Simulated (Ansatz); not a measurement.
Species: GaF (charge +1, doublet). 
Structure (B3LYP-D3(BJ)/def2-TZVP (Ansatz, a program for electronic structure) minimum search):
```
Ga
F 1 1.7236
```
Charge +1, spin multiplicity 2.

Parts of the frozen-core correlation energy in cc-pVDZ (Ansatz, hartree). Frozen orbitals: 15; correlated occupied orbitals by spin: 5 and 4; virtual: 21 and 22. Open shells are spin-unrestricted. No spin-orbit coupling. No relativistic terms.

| term | value |
|---|---|
| reference (HF) | -2022.37207 |
| MP2 opposite-spin | (withheld) |
| MP2 same-spin | -0.06085 |
| CCSD correlation | (withheld) |
| (T) | (withheld) |
| CCSDT minus CCSD(T) | -0.00054 |
| CCSDT(Q) minus CCSD(T) | -0.00126 |
| T1 diagnostic | 0.026 |
| largest doubles amplitude | 0.037 |
| <S^2> of the reference | 0.759 |

**Question.** Fill in the missing entries.

**Answer.** 
- MP2 opposite-spin, value: -0.15888
- CCSD correlation, value: -0.22132
- (T), value: -0.00525
